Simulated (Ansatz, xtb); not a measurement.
**Two isomers of ClH4OSi2+**

Structure a is `[SiH3]O[SiH+]Cl`, a singlet and structure b is `[SiH2+]O[SiH2]Cl`, a singlet. Both are isolated ions in the gas phase, relaxed with B3LYP-D3(BJ)/def2-SVP; the shapes shown needn't be the lowest conformers.

a (Å):

```xyz
8

Cl    1.1334   -3.3302    2.9650
O    -0.3651   -0.7392    2.1521
Si   -2.0062   -0.4195    1.6053
Si    0.9702   -1.3804    2.6515
H    -2.6634   -1.7433    1.5700
H    -2.5465    0.4940    2.6325
H    -1.8195    0.1962    0.2758
H     2.1348   -0.5253    2.8960
```

b (Å):

```xyz
8

Cl   -1.5636    1.9976   -0.7044
O    -0.5576    0.4561    1.6697
Si   -1.7408    0.1695    2.6712
Si    0.0640    1.1398    0.1827
H    -1.4077   -0.5827    3.8905
H    -3.0987    0.6507    2.3606
H     1.0528    2.1319    0.6352
H     0.5666   -0.0271   -0.5608
```

Question: Estimate which is lower in electronic energy at CCSD(T)/def2-SVP + ΔMP2/def2-TZVPP, and by roughly how much.

Answer: The CCSD(T)/def2-SVP + ΔMP2/def2-TZVPP calculation puts structure a lower, by 2.7 kcal/mol.

How the difference moves with the method:

```csv
level,geometry,E(b) − E(a) (kcal/mol),departure from the last row (kcal/mol),"job, with rough time for the two"
GFN2-xTB,GFN2-xTB,−1.1,−3.7,"optimisation, 0.77 s"
HF/STO-3G,GFN2-xTB,−3.5,−6.1,"single point, 1.3 s"
r2SCAN-D4/def2-SVP,GFN2-xTB,+2.6,−0.1,"single point, 10 s"
B3LYP-D3(BJ)/def2-SVP,B3LYP-D3(BJ)/def2-SVP,+2.3,−0.4,"optimisation, 4.2 min"
HF/def2-SVP,B3LYP-D3(BJ)/def2-SVP,+0.6,−2.1,part of the CCSD(T) run
MP2/def2-SVP,B3LYP-D3(BJ)/def2-SVP,+2.8,+0.1,part of the CCSD(T) run
CCSD(T)/def2-SVP,B3LYP-D3(BJ)/def2-SVP,+3.0,+0.3,single point
CCSD(T)/def2-SVP + ΔMP2/def2-TZVPP,B3LYP-D3(BJ)/def2-SVP,+2.7,,"single point, 58 s"
```

As drawn, both hold the same kinds of bond in the same numbers.

GFN2-xTB, HF/STO-3G put the two in the other order. The largest departure from CCSD(T)/def2-SVP + ΔMP2/def2-TZVPP is that of HF/STO-3G, 6.1 kcal/mol. The last row adds to CCSD(T) the change of the MP2 difference between the two basis sets, here −0.3 kcal/mol.

With harmonic frequencies from B3LYP-D3(BJ)/def2-SVP (ideal gas, rigid rotor, one conformer each, 298.15 K, 1 atm): on the last row, ΔE + ΔZPE = +2.7 kcal/mol. A mode under 50 cm⁻¹ makes harmonic enthalpies and free energies unreliable, so none is given.

The correlated steps freeze 16 core orbitals. Codes used: Ansatz 0.2.0, xtb 6.7.1; the last row on 1 thread of AMD EPYC (Zen 3) on a shared host.
